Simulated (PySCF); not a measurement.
Cl2GeH4OSi.

```xyz
9

O      0.7741     1.9558     0.0000
Si     0.5357     0.3217     0.0000
Cl     1.4387    -0.5308    -1.6697
Cl     1.4387    -0.5308     1.6697
Ge    -1.7941    -0.1165     0.0000
H      1.6815     2.2891     0.0000
H     -2.4391     0.4893     1.2600
H     -2.0020    -1.6418     0.0000
H     -2.4391     0.4893    -1.2600
```

The structure is a stationary point at B3LYP-D3(BJ)/def2-SVP. One conformer was computed; it need not be the lowest.

Computed with PBE/pcSseg-1 run with PySCF. Non-relativistic, no solvent.

### Question
Give the absolute GIAO shielding of each atom: isotropic value and principal components (ppm). (Estimate from the structure and the level; the computed values follow.)

### Answer

| atom | σ(iso) | σ11 | σ22 | σ33 | span |
|---|---|---|---|---|---|
| O1 | 217.2 | 171.7 | 233.1 | 246.8 | 75.1 |
| Si2 | 312.0 | 288.6 | 317.0 | 330.4 | 41.8 |
| Cl3 | 738.5 | 594.6 | 672.8 | 948.1 | 353.5 |
| Cl4 | 738.5 | 594.6 | 672.8 | 948.1 | 353.5 |
| Ge5 | 1602.2 | 1587.6 | 1594.9 | 1624.1 | 36.5 |
| H6 | 28.3 | 21.9 | 23.3 | 39.6 | 17.7 |
| H7 | 27.4 | 21.0 | 22.6 | 38.4 | 17.4 |
| H8 | 27.5 | 21.4 | 23.2 | 37.9 | 16.5 |
| H9 | 27.4 | 21.0 | 22.6 | 38.4 | 17.4 |
